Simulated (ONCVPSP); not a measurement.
What one change does to a pseudopotential (vanadium, ONCV)

```
Element                 : vanadium
Generator               : ONCVPSP 4.0.1
Type                    : optimised norm-conserving Vanderbilt (ONCV)
Functional              : LDA (Perdew-Zunger)
Relativity              : scalar-relativistic
Frozen core             : [Ar]
Valence charge          : 5
Reference configuration : 3d4 4s1
Partial waves           : 4s: rc 2.90 bohr, ncon 3, nbas 7, qcut 2 1/bohr, 2 projectors, debl 2.4 Ha; p scattering state at 0.33 Ha: rc 2.85 bohr, ncon 4, nbas 8, qcut 3.2 1/bohr, 2 projectors, debl 0.5 Ha; 3d: rc 1.85 bohr, ncon 3, nbas 8, qcut 7 1/bohr, 1 projector
Local potential         : polynomial inside 1.55 bohr (lpopt 5, dvloc0 2 Ha)
Core correction         : Teter function fitted to the true core (icmod 2), fcfact 0.25
```

In the p channel the program set the typed energies aside and used 0.050, 0.550 Ha.

Change: local potential polynomial inside 1.20 bohr (lpopt 5, dvloc0 4 Ha).

Cutoffs: the cutoffs (Ha) at which the residual kinetic energy of the hardest occupied pseudo-wave falls to 1 and 0.1 mHa per electron; they do not see the model core or the augmentation charge, which bear on the density cutoff. Errors are all-electron minus pseudo energies relative to the spin-unpolarised reference configuration.

Question: Predict the effect on cutoff, ghosts and configuration errors.

Answer: The potential gets neither clearly harder nor softer (21 Ha and 24 Ha → 21 Ha and 24 Ha); of the 4 tests that both files solve, the error grows in 0 and shrinks in 1 by more than 15 % and 0.3 meV (median size 24.2 → 21.0 meV); neither file shows a bound ghost.

```csv
quantity,base,changed
"cutoff, loose",21 Ha,21 Ha
"cutoff, tight",24 Ha,24 Ha
bound ghosts,none,none
GHOST(+) flags under 300 eV,s at 59.9 eV,"s at 41.3 eV, p at 45.3 eV"
"error for 3d3 4s2, meV [ΔE -0.54 eV]",-14,-11
"error for 3d3 4s1, meV [ΔE 7.40 eV]",-35,-31
"error for 3d3 4s0, meV [ΔE 21.95 eV]",-116,-110
"error for 3d3.5 4s1.5, meV [ΔE -0.51 eV]",-4.4,-3.8
s: phases at 2.94 bohr within 0.05 rad from the reference energy up to (Ha; the scan ends near 5),1.4,1.1
p: phases at 2.89 bohr within 0.05 rad from the reference energy up to (Ha; the scan ends near 5),1.5,1.4
d: phases at 1.88 bohr within 0.05 rad from the reference energy up to (Ha; the scan ends near 5),0.7,0.8
"rms error of d²Exc/dni dnj with the model core, mHa",7.14,7.14
```
